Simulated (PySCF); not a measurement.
**Mass spectrum arithmetic for [PtCl6]2-**

Species: [PtCl6]2- (`[Cl][Pt-2]([Cl])([Cl])([Cl])([Cl])[Cl]`).

Calculated from tabulated atomic weights, isotope masses and abundances; no fragmentation.

(1) Molar mass and exact mass?

(2) What cluster does the ion itself show when like nominal masses merge?

(3) Count the protons, neutrons and electrons of the monoisotopic species, and give its exact less its nominal mass.

(4) Which singly substituted isotopologues are there?

(5) What share of all these ions is the monoisotopic species?

(6) Give the mass fraction of each element.

Results:

(1) For [PtCl6]2-, with standard atomic weights, 1 × 195.084 + 6 × 35.450 = 407.784 g/mol. From the most abundant isotopes (195Pt, 35Cl), 1 × 194.964791 + 6 × 34.968853 = 404.7779 u for neutral atoms; the ion's mass is 404.7790 u once 2 electron masses (0.000549 u) are added.

(2) 
```csv
nominal mass,m/z (centroid),relative intensity
402,200.8876,0.8
404,201.8883,32.4
405,202.3895,31.7
406,202.8877,84.1
407,203.3880,60.9
408,203.8870,100.0
409,204.3866,48.6
410,204.8864,69.5
411,205.3851,20.7
412,205.8857,30.6
413,206.3836,5.0
414,206.8850,8.7
415,207.3821,0.6
416,207.8841,1.6
418,208.8832,0.2
```

Cut off at 0.1 %. Abundances used (%; other tables differ somewhat): 190Pt 0.014, 192Pt 0.782, 194Pt 32.967, 195Pt 33.832, 196Pt 25.242, 198Pt 7.163; 35Cl 75.78, 37Cl 24.22.

(3) 180 protons, 225 neutrons and 182 electrons; 404.7779 − 405 = -0.2221 u, electron masses as for neutral atoms.

(4) Intensity in % of the monoisotopic species:

| isotope | mass shift (u) | m/z | intensity (%) |
| --- | --- | --- | --- |
| 190Pt | -5.00486 | 199.8871 | 0.04 |
| 192Pt | -3.00375 | 200.8876 | 2.31 |
| 194Pt | -1.00211 | 201.8884 | 97.44 |
| 196Pt | +1.00016 | 202.8896 | 74.61 |
| 37Cl | +1.99705 | 203.3880 | 191.77 |
| 198Pt | +3.00310 | 203.8911 | 21.17 |

Species under 0.02 % are left out.

(5) 0.33832 × 0.7578^6 = 6.41 %.

(6) Pt 47.84 %, Cl 52.16 %.
